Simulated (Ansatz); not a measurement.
Kohn–Sham single points on C2H7AlBF.

```yaml
crystal:
  periodic: [false, false, false]
  atoms:
    - {symbol: B, position_ang: [-0.659632, 0.629296, 1.207176]}
    - {symbol: Al, position_ang: [-0.403277, -1.444074, -0.692886]}
    - {symbol: C, position_ang: [0.340600, 1.065306, 0.123683]}
    - {symbol: C, position_ang: [1.024153, -0.106189, -0.601923]}
    - {symbol: F, position_ang: [-0.196626, -2.937819, -0.004224]}
    - {symbol: H, position_ang: [-1.192048, -0.469774, 1.088245]}
    - {symbol: H, position_ang: [-1.038398, 1.276865, 2.134983]}
    - {symbol: H, position_ang: [-1.732130, -1.217333, -1.524234]}
    - {symbol: H, position_ang: [-0.379016, 1.560828, -0.567053]}
    - {symbol: H, position_ang: [1.010774, 1.877826, 0.423544]}
    - {symbol: H, position_ang: [1.453131, 0.196700, -1.560382]}
    - {symbol: H, position_ang: [1.849470, -0.487030, 0.006971]}
basis:
  gaussian: {orbitals: def2-TZVPP}
hamiltonian: {xc: {name: wB97M-V}}
output: {forces: true, orbitals: {seedname: orbitals}}
```

```sh
$ ansatz run in.yaml --threads 4 --pin off --events-out ev --progress --plain --max-ram 10444MiB
```

Shortened log:

```
Functional definition: wB97M-V
1370 factors; their error is unknown
361 factors; integrals over basis functions are off by at most 9.1e-6 eV
mean field evaluation 1: about -12172.7840 eV, gradient 5.7e1 eV
mean field evaluation 2: about -12173.7589 eV, gradient 5.7e1 eV
mean field evaluation 4: about -12179.2341 eV, gradient 2.8e0 eV
mean field evaluation 8: about -12179.2566 eV, gradient 8.4e-2 eV
mean field evaluation 16: about -12179.2479 eV, gradient 1.8e-4 eV
mean field -12179.24787018 eV, -447.5791038386 hartree, gradient 7.6e-5 eV, S^2 0.000000; 0 other end points of the search recorded, 0 dependent functions left out
reference -12179.24793065 eV, -447.5791060606 hartree; 23, 23 occupied and 241, 241 virtual orbitals, 1370 factors
Total energy: -12179.24793065 eV, -447.5791060606 hartree
Atom 0 at    -0.659632     0.629296     1.207176 Å, force    -0.141910    -0.016686     0.168962 eV/Å
Atom 1 at    -0.403277    -1.444074    -0.692886 Å, force    -0.105550     0.100657    -0.186519 eV/Å
Atom 2 at     0.340600     1.065306     0.123683 Å, force    -0.029202     0.226240     0.027818 eV/Å
Atom 3 at     1.024153    -0.106189    -0.601923 Å, force     0.096219    -0.167998    -0.083605 eV/Å
Atom 4 at    -0.196626    -2.937819    -0.004224 Å, force     0.017555    -0.084494     0.047164 eV/Å
Atom 5 at    -1.192048    -0.469774     1.088245 Å, force     0.075483     0.142626     0.027241 eV/Å
Atom 6 at    -1.038398     1.276865     2.134983 Å, force     0.060490    -0.085154    -0.138057 eV/Å
Atom 7 at    -1.732130    -1.217333    -1.524234 Å, force     0.139481    -0.014839     0.081574 eV/Å
Atom 8 at    -0.379016     1.560828    -0.567053 Å, force     0.034401    -0.033884     0.039953 eV/Å
Atom 9 at     1.010774     1.877826     0.423544 Å, force    -0.061147    -0.078362    -0.016909 eV/Å
Atom 10 at     1.453131     0.196700    -1.560382 Å, force    -0.033645    -0.020459     0.075593 eV/Å
Atom 11 at     1.849470    -0.487030     0.006971 Å, force    -0.052176     0.032354    -0.043215 eV/Å
Dipole moment:     0.129843     0.561754     0.008332 e Å
```

Hardware: 4 threads of an Arm Neoverse V2 on a shared host. Wall time 10 s, peak host memory 0.95 GiB.

Changing it to `hamiltonian: {xc: {name: B3LYP}, dispersion: d4}` (abridged; 4.4 s):

```
Functional definition: B3LYP
mean field evaluation 16: about -12183.0980 eV, gradient 4.3e-4 eV
mean field -12183.09797709 eV, -447.7205926577 hartree, gradient 2.0e-5 eV, S^2 0.000000
Total energy: -12183.46595382 eV, -447.7341155530 hartree
Atom 0 force    -0.145317    -0.029854     0.184407 eV/Å
Atom 1 force    -0.128577     0.014170    -0.188638 eV/Å
Atom 2 force    -0.098442     0.227044     0.073243 eV/Å
Atom 3 force     0.155050    -0.141739    -0.102083 eV/Å
Atom 4 force     0.021939    -0.118131     0.053547 eV/Å
Atom 5 force     0.072977     0.160736     0.028927 eV/Å
Atom 6 force     0.048026    -0.068081    -0.104091 eV/Å
Atom 7 force     0.093675    -0.016245     0.050138 eV/Å
Atom 8 force     0.047780     0.003254     0.008816 eV/Å
Atom 9 force    -0.024882    -0.042659    -0.015060 eV/Å
Atom 10 force    -0.013994    -0.017076     0.053533 eV/Å
Atom 11 force    -0.028235     0.028581    -0.042740 eV/Å
Dipole moment:     0.126165     0.566758     0.005185 e Å
```

B3LYP takes the VWN-RPA correlation (the form of Gaussian; ORCA's B3LYP/G).
